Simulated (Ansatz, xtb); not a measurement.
**C3H8O2Si: 3 structures ranked**

3 gas-phase structures of C3H8O2Si, from a drawn sample of its isomers (lower ones may exist). Each was relaxed with GFN2-xTB; where two conformers were screened, the lower at r2SCAN-D4/def2-SVP is listed:

A. `O[C@@H]1CO[C@H]1[SiH3]`, a singlet
B. `OC1([SiH3])COC1`, a singlet
C. `O[C@@H]1CO[C@@H]1[SiH3]`, a singlet

Q: Which do you expect lowest at r2SCAN-D4/def2-SVP, and how would the others follow?

A: Calculated order at r2SCAN-D4/def2-SVP: C (0.000), A (0.049), B (0.102) eV.

Energies above the lowest of each column, in eV; the last columns are at B3LYP/def2-SVP geometries:

```tsv
structure	GFN2-xTB	HF/STO-3G	r2SCAN-D4/def2-SVP	B3LYP/def2-SVP	CCSD(T)/def2-SVP + ΔMP2/def2-TZVPP
C	0.000	0.049	0.000	0.000	0.000
A	0.019	0.000	0.049	0.032	0.007
B	0.035	0.034	0.102	0.104	0.043
```

CCSD(T)/def2-SVP + ΔMP2/def2-TZVPP has A and B and C within 1 kcal/mol of each other at the bottom, and every level picks one of them. Flexible structures stand in one conformer each, not always the lowest. ΔMP2 is the change of the MP2 energy from the smaller to the larger basis.

Programs: Ansatz 0.2.0, xtb 6.7.1.
